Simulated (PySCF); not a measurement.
SMILES [CH3][Al]([CH3])[O][Al]([CH3])[CH3] (GFN2-xTB optimised geometry):

```
19

Al    -0.704     1.518     0.001
C     -2.657     1.531     0.414
C      0.443     3.098    -0.413
O      0.057     0.009     0.000
Al     0.814    -1.502     0.000
C      2.810    -1.502     0.000
C     -0.383    -3.100     0.000
H     -3.222     0.901    -0.280
H     -3.083     2.535     0.363
H     -2.862     1.141     1.415
H      1.284     3.181     0.282
H      0.880     3.032    -1.414
H     -0.114     4.036    -0.363
H      3.222    -2.513    -0.015
H      3.216    -0.999     0.883
H      3.215    -0.972    -0.867
H     -1.061    -3.098     0.859
H      0.178    -4.036     0.029
H     -1.019    -3.130    -0.890
```

Method: PBE0/def2-SVP in PySCF.

Problem. What are the frontier orbital energies and the dipole moment?

Solution. HOMO-2 -8.71 eV, HOMO-1 -7.57 eV, HOMO -7.07 eV, LUMO -0.14 eV, LUMO+1 0.31 eV; dipole moment 0.00 D.

On the same geometry PBE/def2-SVP (PySCF) gives HOMO-2 -7.30 eV, HOMO-1 -6.27 eV, HOMO -5.74 eV, LUMO -0.94 eV, LUMO+1 -0.46 eV; dipole moment 0.00 D.

Meta-Löwdin charges at PBE0/def2-SVP: Al1 0.95, C2 -0.61, C3 -0.61, O4 -0.81, Al5 0.95, C6 -0.61, C7 -0.61, H8 0.11, H9 0.11, H10 0.11, H11 0.11, H12 0.11, H13 0.11, H14 0.11, H15 0.11, H16 0.11, H17 0.11, H18 0.11, H19 0.11.
